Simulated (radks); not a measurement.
All-electron atom: I2+ in [Kr] 4d10 5s2 5p3. Method: scalar-relativistic Kohn-Sham, OLYP, spin-polarised, spherical densities, point nucleus; open shells are filled with parallel spins first (spin-orbit coupling, left out, can overturn this in heavy ions); computed with a radial shooting solver on a logarithmic mesh with Libxc functionals. Some entries of the table are withheld. Estimate them.

orbital  occ.  eigenvalue (eV)  <r> (bohr)  <r^2> (bohr^2)
1s up       1        -33002.78     0.02723        0.001005
1s down     1        -33002.66     0.02723        0.001005
2s up       1        -5120.625      0.1172         0.01619
2s down     1        -5120.563      0.1172         0.01619
2p up       3        -4598.755      0.1025         0.01282
2p down     3        -4598.642      0.1025         0.01282
3s up       1        -1050.553      0.3140          0.1126
3s down     1        -1050.448      0.3139          0.1126
3p up       3        -881.4372      0.3119          0.1129
3p down     3        -881.3150      0.3119          0.1128
3d up       5        -628.5107      0.2883         0.09834
3d down     5        -628.3933      0.2883         0.09832
4s up       1        -201.3846      0.7392          0.6173
4s down     1        -201.2038      0.7394          0.6173
4p up       3        -148.3252         (1)          0.7129
4p down     3        -148.1552         (2)          0.7114
4d up       5         -70.9751      0.9186          0.9878
4d down     5         -70.6436      0.9119          0.9703
5s up       1              (3)       1.874           3.934
5s down     1              (4)       1.876           3.976
5p up       3         -25.4266       2.183           5.372
5p down     0         -22.5029       2.270           5.873

Answer. 
(1) 4p up <r> (bohr): 0.7910
(2) 4p down <r> (bohr): 0.7905
(3) 5s up eigenvalue (eV): -36.9643
(4) 5s down eigenvalue (eV): -33.9759
